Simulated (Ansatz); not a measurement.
```yaml
atoms:
  - { symbol: H, position_ang: [1.7100, 0.0000, 0.3330] }
  - { symbol: H, position_ang: [0.8550, 1.4809, 0.3330] }
  - { symbol: H, position_ang: [-0.8550, 1.4809, 0.3330] }
  - { symbol: H, position_ang: [-1.7100, 0.0000, 0.3330] }
  - { symbol: H, position_ang: [-0.8550, -1.4809, 0.3330] }
  - { symbol: H, position_ang: [0.8550, -1.4809, 0.3330] }
  - { symbol: H, position_ang: [1.7100, 0.0000, -0.3330] }
  - { symbol: H, position_ang: [0.8550, 1.4809, -0.3330] }
  - { symbol: H, position_ang: [-0.8550, 1.4809, -0.3330] }
  - { symbol: H, position_ang: [-1.7100, 0.0000, -0.3330] }
  - { symbol: H, position_ang: [-0.8550, -1.4809, -0.3330] }
  - { symbol: H, position_ang: [0.8550, -1.4809, -0.3330] }
```

Basis set: def2-SVP (spherical functions). All electrons are correlated. Charge 0, multiplicity 1.

Computed with Ansatz (development build ahead of 0.2.0); each method stands on the lowest determinant of its kind that the runs found. Restricted open shells among the atoms or ions are ROHF, correlated in semicanonical orbitals with singles.

**Question.** Give the atomization energy at this shape (free ground-state atoms in the same class of orbitals less the molecule, no zero-point energy) of singlet H12 by RHF-MP2, RHF.

**Answer.**

| method | atomization energy |
| --- | --- |
| RHF-MP2 | 468.39 kcal/mol |
| RHF | 360.69 kcal/mol |

Caution: no unrestricted run beside it, a lower state can exist; the shape is not the minimum.
